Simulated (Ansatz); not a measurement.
Gas-phase reaction R1 → P1 + P2, each structure at its B3LYP-D3(BJ)/def2-TZVP stationary point, reached from a drawn start (curvature not checked).
R1, F4Ta (SMILES [F][Ta]([F])([F])[F]) (charge 0, multiplicity 2):
```xyz
5

Ta    -0.0001    -0.0001     0.0005
F      1.2491     0.6167     1.2555
F      1.2490    -0.6247    -1.2506
F     -1.2437     0.6404    -1.2480
F     -1.2542    -0.6322     1.2428
```
P1, F3Ta (SMILES [F][Ta]([F])[F]) (charge 0, multiplicity 3, Z-matrix in Å and degrees):
```
Ta
F 1 1.8739
F 1 1.8930 2 132.17
F 1 1.9003 2 125.58 3 179.99
```
P2: F atom, charge 0, multiplicity 2.

P less R. No zero-point or thermal terms; open shells are unrestricted; no spin–orbit coupling. The spin states of the d-block species are the ones drawn and need not be the lowest.

Frozen-core correlation throughout.

Programs: Ansatz (Gaussian basis) for Hartree–Fock, density functionals and correlated methods. All values are computed, each at the level named. Elements past Kr take the def2 small-core potentials, without spin–orbit coupling.

Total energies in hartree:

```tsv
structure	PBE/def2-TZVPP	CCSD(T)/def2-TZVPP
R1	-456.505281	-455.788801
P1	-356.593727	-355.933647
P2	-99.669123	-99.625056
```

Task: Work out the reaction energy at each level in kJ/mol (1 hartree = 2625.49964 kJ/mol), and say how far PBE/def2-TZVPP lies from CCSD(T)/def2-TZVPP.

Result: 
- PBE/def2-TZVPP: (-356.593727) + (-99.669123) − (-456.505281) = 0.242431 hartree = 636.5 kJ/mol
- CCSD(T)/def2-TZVPP: (-355.933647) + (-99.625056) − (-455.788801) = 0.230098 hartree = 604.1 kJ/mol
PBE/def2-TZVPP less CCSD(T)/def2-TZVPP: 32.4 kJ/mol. CCSD(T)/def2-TZVPP is the level counted from, the highest shown, and no exact or measured value.

Ansatz is a quantum-chemistry and plane-wave program.
